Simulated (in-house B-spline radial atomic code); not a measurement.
Orbital energies and mean radii along the 57-electron series, configuration 1s2 2s2 2p6 3s2 3p6 3d10 4s2 4p6 4d10 4f5/2(3) 5s2 5p6. The effective charge is n√(-2ε), a non-relativistic measure. Computed with a radial B-spline atomic code at the basis-set limit: Dirac-Hartree-Fock, jj configuration that fills j = l - 1/2 first, finite nuclei.

```csv
ion,Z,energy of 4p1/2 (Eh),mean radius of 4p1/2 (bohr),energy of 5s1/2 (Eh),mean radius of 5s1/2 (bohr),effective charge of 4p1/2
Pr2+,59,-10.05,0.6418,-2.2505,1.5338,17.933
Nd3+,60,-11.233,0.6235,-2.8595,1.4582,18.96
Pm4+,61,-12.529,0.60586,-3.5346,1.3881,20.023
Sm5+,62,-13.922,0.58896,-4.2672,1.3244,21.107
```

Problem. How does the screening of 4p1/2 change?

Solution. Z less the effective charge goes from 41.07 at Z = 59 to 40.89 at Z = 62.
